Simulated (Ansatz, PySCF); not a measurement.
Species: sum formula NaOH, net charge -1, doublet state. 
Coordinates optimised at B3LYP-D3(BJ)/def2-TZVP (Ansatz, a program for electronic structure):
```xyz
3

Na    -0.6392    -0.4860    -0.5152
O      0.7116     0.5368     0.5733
H      1.3386     1.0516     1.0810
```
Charge -1, spin multiplicity 2.

Total electronic energies in hartree. Valence correlation only, unless marked. Open shells are spin-unrestricted. Spin-orbit coupling is left out. No relativistic terms. CBS(X,Y): correlation extrapolated as X^-3; Hartree-Fock from the larger set.

```
level                                        program  energy (Eh)
------------------------------------  --------------  -----------
HF/def2-TZVPPD                                Ansatz   -237.34660
HF-D3(BJ)/def2-TZVPD                   PySCF + dftd3   -237.35155
revPBE-D4/def2-TZVPD                  Ansatz + dftd4   -238.12118
B3LYP/def2-TZVPD                              Ansatz   -238.19916
PBE0/STO-3G                                   Ansatz   -234.36605
MP2/CBS(def2-TZVPPD,def2-QZVPPD)              Ansatz    -237.6688
CCSD/STO-3G                                   Ansatz   -233.79260
CCSD/def2-QZVPP                               Ansatz   -237.64763
CCSD(T)/CBS(def2-TZVPPD,def2-QZVPPD)          Ansatz    -237.6757
```

Totals of different functionals don't rank their quality; only differences between species are comparable.
